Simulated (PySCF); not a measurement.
A geometry optimisation, step by step.

W(NCO)F5, CF5NOW (singlet state).
Bonds: W1–N2, W1–F5, W1–F6, W1–F7, W1–F8, W1–F9, N2–C3, C3–O4.

Computed by this run: PBE0-D3(BJ)/def2-SVP geometry optimisation, gas phase, def2 core potentials past Kr (PySCF); density fitting, grid level 1; the optimiser is geomeTRIC in internal coordinates, started from a GFN2-xTB structure with every atom displaced at random (about 0.03 Å). The frame can shift and turn from step to step; on so coarse a grid that alone can change the energy by a few meV, and forces under 0.02 eV/Å are noise.

Step 0: E = -19958.3538 eV, largest atomic force 7.155 eV/Å
```
atom  x, y, z in Å  |  force x, y, z in eV/Å
W1      0.061   -0.077   -0.821   -3.765   6.063   0.503
N2     -0.013   -0.022    1.177   -0.203  -0.249  -4.671
C3     -0.058   -0.008    2.359    1.364   0.169   4.508
O4      0.099    0.009    3.526   -0.893  -0.044  -1.497
F5     -0.012   -0.006   -2.682    0.181  -0.307   0.588
F6      1.846    0.015   -0.916    1.833  -0.199   0.086
F7     -1.830   -0.013   -0.901    1.311  -0.090   0.197
F8      0.042    1.875   -0.908    0.022  -2.532   0.336
F9     -0.003   -1.842   -0.860    0.150  -2.812  -0.049
```

Step 1: E = -19958.8188 eV, largest atomic force 1.455 eV/Å
```
atom  x, y, z in Å  |  force x, y, z in eV/Å
W1      0.036   -0.051   -0.816   -0.376   0.367   0.027
N2      0.017    0.010    1.104   -0.262  -0.564  -0.254
C3     -0.009    0.038    2.312    0.595   0.051   1.327
O4      0.059    0.066    3.474   -0.347  -0.009  -0.755
F5     -0.035    0.000   -2.656    0.340   0.150  -0.370
F6      1.881   -0.067   -0.853    0.022   0.201  -0.122
F7     -1.803    0.040   -0.906   -0.286  -0.486   0.232
F8     -0.053    1.790   -0.750    0.494   0.286  -0.383
F9      0.040   -1.894   -0.935   -0.182   0.002   0.298
```

Step 2: E = -19958.8935 eV, largest atomic force 0.495 eV/Å
```
atom  x, y, z in Å  |  force x, y, z in eV/Å
W1      0.036   -0.024   -0.812    0.049  -0.214  -0.167
N2      0.015   -0.011    1.107    0.011   0.102   0.359
C3     -0.017   -0.009    2.324    0.354   0.029   0.051
O4      0.010   -0.008    3.481   -0.199  -0.006  -0.156
F5     -0.030    0.012   -2.656    0.042  -0.348  -0.283
F6      1.884    0.045   -0.922   -0.153  -0.309   0.142
F7     -1.806   -0.003   -0.839   -0.212   0.047  -0.002
F8      0.050    1.810   -0.911   -0.119   0.395   0.273
F9     -0.010   -1.881   -0.798    0.229   0.304  -0.217
```

Step 3: E = -19958.9401 eV, largest atomic force 0.495 eV/Å
```
atom  x, y, z in Å  |  force x, y, z in eV/Å
W1      0.026   -0.022   -0.822   -0.272   0.413   0.023
N2      0.027   -0.003    1.115   -0.019  -0.087  -0.151
C3      0.005    0.007    2.332    0.103   0.005  -0.341
O4      0.001    0.016    3.486   -0.056   0.003   0.160
F5     -0.014   -0.014   -2.681    0.057  -0.007   0.310
F6      1.871   -0.005   -0.899   -0.093  -0.076   0.021
F7     -1.827   -0.013   -0.861    0.242   0.004   0.032
F8      0.031    1.836   -0.843   -0.024  -0.384  -0.060
F9      0.014   -1.870   -0.853    0.060   0.130   0.006
```

Step 4: E = -19958.9351 eV, largest atomic force 0.288 eV/Å
```
atom  x, y, z in Å  |  force x, y, z in eV/Å
W1      0.020   -0.005   -0.818   -0.119   0.009  -0.060
N2      0.032   -0.005    1.105   -0.039   0.103   0.160
C3      0.015   -0.004    2.320   -0.016   0.000  -0.051
O4     -0.004   -0.003    3.476    0.011  -0.004   0.045
F5     -0.002   -0.015   -2.668    0.061  -0.056  -0.074
F6      1.862   -0.045   -0.872    0.154   0.203  -0.042
F7     -1.825    0.015   -0.866   -0.067  -0.162   0.062
F8     -0.008    1.838   -0.879    0.190   0.112   0.061
F9      0.042   -1.847   -0.823   -0.175  -0.204  -0.103
```

Step 5: E = -19958.9475 eV, largest atomic force 0.150 eV/Å
```
atom  x, y, z in Å  |  force x, y, z in eV/Å
W1      0.020   -0.009   -0.819   -0.063  -0.011  -0.042
N2      0.030   -0.003    1.105   -0.007   0.016   0.141
C3      0.011    0.002    2.320   -0.012  -0.003  -0.008
O4     -0.008    0.006    3.476    0.009   0.000   0.010
F5     -0.002   -0.019   -2.668    0.023   0.006  -0.077
F6      1.863   -0.025   -0.882    0.107   0.065  -0.001
F7     -1.825   -0.004   -0.858   -0.059  -0.042   0.024
F8      0.016    1.834   -0.859    0.054   0.106  -0.018
F9      0.027   -1.852   -0.841   -0.052  -0.138  -0.028
```

Step 6: E = -19958.9474 eV, largest atomic force 0.185 eV/Å
```
atom  x, y, z in Å  |  force x, y, z in eV/Å
W1      0.019   -0.011   -0.821   -0.026   0.075   0.060
N2      0.027   -0.005    1.113   -0.051   0.025  -0.157
C3      0.010   -0.001    2.328    0.028   0.003  -0.081
O4     -0.001    0.003    3.484   -0.012  -0.002   0.027
F5      0.000   -0.015   -2.675    0.052  -0.035   0.133
F6      1.867   -0.008   -0.872   -0.105  -0.028  -0.024
F7     -1.829   -0.011   -0.868    0.104   0.016   0.053
F8      0.025    1.839   -0.872   -0.018  -0.181   0.031
F9      0.014   -1.861   -0.843    0.028   0.126  -0.043
```

Step 7: E = -19958.9493 eV, largest atomic force 0.115 eV/Å
```
atom  x, y, z in Å  |  force x, y, z in eV/Å
W1      0.021   -0.012   -0.821   -0.026   0.049   0.044
N2      0.026   -0.004    1.111   -0.005   0.002  -0.115
C3      0.007    0.001    2.326    0.024   0.002  -0.026
O4     -0.006    0.006    3.483   -0.011  -0.001   0.007
F5      0.003   -0.016   -2.673    0.011  -0.012   0.075
F6      1.868   -0.012   -0.882   -0.060  -0.009   0.021
F7     -1.827   -0.010   -0.857    0.058   0.002   0.009
F8      0.024    1.837   -0.864   -0.002  -0.108   0.003
F9      0.018   -1.860   -0.848    0.011   0.076  -0.018
```

Step 8: E = -19958.9490 eV, largest atomic force 0.086 eV/Å
```
atom  x, y, z in Å  |  force x, y, z in eV/Å
W1      0.018   -0.012   -0.819   -0.003  -0.016   0.001
N2      0.026   -0.004    1.106   -0.051  -0.018   0.050
C3      0.012    0.003    2.321    0.005   0.000   0.056
O4     -0.001    0.009    3.477    0.001   0.000  -0.020
F5      0.004   -0.017   -2.669    0.044   0.013  -0.064
F6      1.862   -0.013   -0.864    0.052  -0.005  -0.040
F7     -1.827   -0.011   -0.866   -0.048   0.003   0.045
F8      0.022    1.832   -0.857   -0.006   0.081  -0.030
F9      0.017   -1.857   -0.853    0.004  -0.058   0.002
```

Step 9: E = -19958.9498 eV, largest atomic force 0.046 eV/Å
```
atom  x, y, z in Å  |  force x, y, z in eV/Å
W1      0.019   -0.011   -0.819   -0.005  -0.008  -0.004
N2      0.025   -0.004    1.107   -0.020  -0.006   0.035
C3      0.010    0.002    2.322    0.006   0.000   0.020
O4     -0.004    0.007    3.478    0.000  -0.001  -0.006
F5      0.006   -0.016   -2.670    0.016   0.003  -0.033
F6      1.864   -0.013   -0.872    0.027  -0.001  -0.006
F7     -1.827   -0.010   -0.860   -0.023   0.000   0.017
F8      0.022    1.834   -0.861   -0.002   0.043  -0.015
F9      0.018   -1.857   -0.851    0.001  -0.030  -0.007
```

Step 10: E = -19958.9501 eV, largest atomic force under 0.02 eV/Å
```
atom  x, y, z in Å  |  force x, y, z in eV/Å
W1      0.019   -0.011   -0.820    0.006  -0.001   0.006
N2      0.023   -0.005    1.108   -0.009  -0.002  -0.003
C3      0.008    0.001    2.323    0.007   0.000  -0.001
O4     -0.005    0.006    3.479   -0.001  -0.001   0.000
F5      0.009   -0.015   -2.671    0.004  -0.001  -0.001
F6      1.865   -0.013   -0.871   -0.001   0.000   0.006
F7     -1.827   -0.010   -0.858   -0.002   0.001   0.005
F8      0.022    1.835   -0.863   -0.002   0.001  -0.005
F9      0.019   -1.857   -0.853    0.000   0.003  -0.006
```

**Question.** Summarise the path.

**Answer.** The energy falls by 57.53 kJ/mol from step 0 to step 10; nine tenths of that is first reached at step 2. It rises by more than 0.2 meV at steps 4 and 8. The largest force goes from 7.155 to under 0.02 eV/Å. Among the bonds W1–F8 changes most, from 1.954 to 1.847 Å; the atoms move by 0.067 Å rms after alignment.

**Question.** Follow the three bonds and two angles with the largest change from start to end.

**Answer.** 
```
step  E above end (kJ/mol)  largest force (eV/Å)  W1–F8 (Å)  W1–F9 (Å)  W1–N2 (Å)  N2–C3–O4 (°)  N2–W1–F5 (°)
   0                 57.53                 7.155      1.954      1.767      2.000         170.1         174.2
   1                 12.67                 1.455      1.845      1.847      1.922         175.4         175.6
   2                  5.46                 0.495      1.837      1.857      1.919         177.1         176.9
   3                  0.96                 0.495      1.858      1.848      1.937         179.1         178.6
   4                  1.45                 0.288      1.844      1.842      1.923         179.9         179.5
   5                  0.25                 0.150      1.844      1.843      1.923         179.9         179.6
   6                  0.26                 0.185      1.851      1.849      1.934         179.8         179.6
   7                  0.08                 0.115      1.849      1.848      1.932         179.8         179.6
   8                  0.11                 0.086      1.845      1.845      1.925         179.9         179.8
   9                  0.03                 0.046      1.845      1.846      1.926         179.9         179.8
  10                  0.00            under 0.02      1.847      1.847      1.928         179.9         179.8
```

What follows is the cost of the whole optimisation. Time: 2.3 min wall; peak memory 0.55 GiB. Hardware: one thread, Arm Neoverse V1 (aarch64), shared host with 32 logical CPUs at a one-minute load of 12.
